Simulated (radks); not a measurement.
Results of a calculation; reference values are marked as such.
Neutral hydrogen inside a hard spherical wall (all orbitals vanish at R), configuration held at 1s1 and not refilled when levels cross. Code: a radial shooting solver on a logarithmic mesh with Libxc functionals. Model: scalar-relativistic Kohn-Sham, r2SCAN, spin-polarised, spherical densities, finite nucleus; open shells are filled with parallel spins first; meta-GGA in the generalised Kohn-Sham scheme; Gaussian nuclear charge, rms radius 0.8783 fm. Eigenvalues in eV for spin up, with the zero of energy where the potential of the charges vanishes at infinity; a dash marks a level that is unbound or too diffuse for the functional's potential to be trusted. A positive occupied level is held by the wall or, in an anion where self-interaction has pushed it up, behind a barrier. The pressure on the wall is -dE/dV.

| R (bohr) | E (hartree) | kinetic (hartree) | e(1s) | e(2s, empty) | e(2p, empty) | pressure (GPa) |
|---|---|---|---|---|---|---|
| free | -0.50018 | 0.500 | -8.026 | - | - | 0 |
| 20 | -0.50018 | 0.500 | -8.026 | - | - | < 0.0001 |
| 12 | -0.50018 | 0.500 | -8.026 | 1.617 | 1.841 | < 0.0001 |
| 8 | -0.50013 | 0.501 | -8.019 | 3.291 | 2.852 | 0.00261 |
| 6 | -0.49923 | 0.508 | -7.935 | 6.405 | 4.517 | 0.0923 |
| 4 | -0.48225 | 0.587 | -6.961 | 18.683 | 10.807 | 3.82 |
| 3.5 | -0.46301 | 0.654 | -6.075 | 26.459 | 14.752 | 10.4 |
| 2.5 | -0.33319 | 0.987 | -1.087 | 61.078 | 32.300 | 97.9 |
| 2 | -0.12350 | 1.407 | 6.063 | 103.21 | 53.684 | 376 |
